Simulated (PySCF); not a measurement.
Job file and geometry (Å, from GFN2-xTB) of an NMR shielding run on `C=C1CO[Si@@]1(O[SiH3])S[SiH3]`, C₃H₁₀O₂SSi₃, GIAO PBE0/pcSseg-1 NMR shielding, non-relativistic, gas phase in PySCF 2.14.0, density-fitted response routines; density fitting, a coarse starting grid and PySCF grid level 2 are the driver's defaults:

```
$ OMP_NUM_THREADS=1 python probes_run.py task.json out

{"job": {"kind": "nmr", "xc": "PBE0", "basis": "pcSseg-1"}, "charge": 0, "multiplicity": 1}
C     -0.445782     2.613412     1.105055
C     -0.171108     1.635918     0.266315
C      0.556897     1.642801    -1.045875
O      0.544925     0.243437    -1.333437
Si    -0.304684    -0.225292     0.013408
O     -1.767258    -0.816890    -0.263575
Si    -2.831697    -2.043345    -0.070654
S      0.808093    -1.613270     1.178672
Si     2.804157    -1.222199     0.453013
H     -0.158375     3.634307     0.901484
H     -0.974269     2.433595     2.025291
H      0.034339     2.182062    -1.838043
H      1.590153     1.991960    -0.985835
H     -2.882292    -2.352765     1.354048
H     -4.059247    -1.446129    -0.584891
H     -2.353542    -3.170700    -0.865000
H      2.892315    -1.588284    -0.952088
H      3.606256    -2.080837     1.309714
H      3.101317     0.191468     0.664822
```

Task: Write the output of this run.

Result: 
```
coarse grid: 18128 points
cycle   1  E = -1536.4317644508  dE =  1.229e+00  |g| = 9.837e-01  |ddm| = 4.175e+00
cycle   2  E = -1536.1699662503  dE =  2.618e-01  |g| = 1.543e+00  |ddm| = 2.138e+00
cycle   3  E = -1536.6041363138  dE = -4.342e-01  |g| = 1.470e-01  |ddm| = 1.507e+00
cycle   4  E = -1536.6087525338  dE = -4.616e-03  |g| = 4.959e-02  |ddm| = 2.046e-01
cycle   5  E = -1536.6093602315  dE = -6.077e-04  |g| = 7.435e-03  |ddm| = 5.837e-02
cycle   6  E = -1536.6093691602  dE = -8.929e-06  |g| = 4.203e-03  |ddm| = 1.209e-02
cycle   7  E = -1536.6093734274  dE = -4.267e-06  |g| = 1.211e-03  |ddm| = 4.656e-03
final grid: 157288 points
cycle   8  E = -1536.6838067633  dE = -1.802e-05  |g| = 1.234e-02  |ddm| = 2.843e-02
cycle   9  E = -1536.6837680889  dE =  3.867e-05  |g| = 1.883e-02  |ddm| = 2.508e-02
cycle  10  E = -1536.6838357034  dE = -6.761e-05  |g| = 1.559e-03  |ddm| = 1.564e-02
cycle  11  E = -1536.6838362427  dE = -5.394e-07  |g| = 2.434e-04  |ddm| = 1.536e-03
cycle  12  E = -1536.6838362561  dE = -1.335e-08  |g| = 1.221e-04  |ddm| = 3.659e-04
cycle  13  E = -1536.6838362595  dE = -3.462e-09  |g| = 3.148e-05  |ddm| = 1.363e-04
cycle  14  E = -1536.6838362598  dE = -2.578e-10  |g| = 6.461e-06  |ddm| = 4.449e-05
converged SCF energy = -1536.6838362598

GIAO shielding tensors (ppm)
atom      isotropic    diamagn.    paramagn.     s11        s22        s33       span
  0 C       59.762     254.586    -194.824    -51.580     62.438    168.428    220.008
  1 C       19.570     265.500    -245.930    -66.378     16.958    108.130    174.508
  2 C      115.473     248.969    -133.495     95.821    102.479    148.120     52.299
  3 O      222.178     400.629    -178.452    156.363    208.037    302.133    145.771
  4 Si     370.779     882.883    -512.105    351.760    365.974    394.602     42.841
  5 O      260.248     400.690    -140.443    203.414    282.107    295.222     91.808
  6 Si     387.245     879.967    -492.722    354.624    357.694    449.416     94.792
  7 S      757.201    1062.838    -305.637    665.485    701.924    904.194    238.709
  8 Si     407.994     879.989    -471.995    370.570    407.045    446.366     75.796
  9 H       25.897      29.466      -3.569     22.812     25.060     29.818      7.005
 10 H       25.888      31.988      -6.100     22.426     24.919     30.319      7.892
 11 H       26.917      29.808      -2.891     23.012     25.259     32.480      9.468
 12 H       26.996      30.977      -3.982     23.699     25.955     31.333      7.634
 13 H       26.544      29.459      -2.914     22.747     25.575     31.312      8.565
 14 H       26.573      28.620      -2.047     22.654     24.828     32.236      9.582
 15 H       26.470      29.181      -2.711     22.745     25.203     31.462      8.717
 16 H       26.939      29.656      -2.717     22.771     25.412     32.633      9.862
 17 H       27.168      28.758      -1.591     23.155     24.765     33.583     10.428
 18 H       27.219      30.327      -3.109     23.070     26.234     32.352      9.282
```

Size and cost of the density-fitted run: 231 basis functions, 53 s wall time on 1 thread of an Arm Neoverse V1, shared host; peak memory 1.1 GiB.
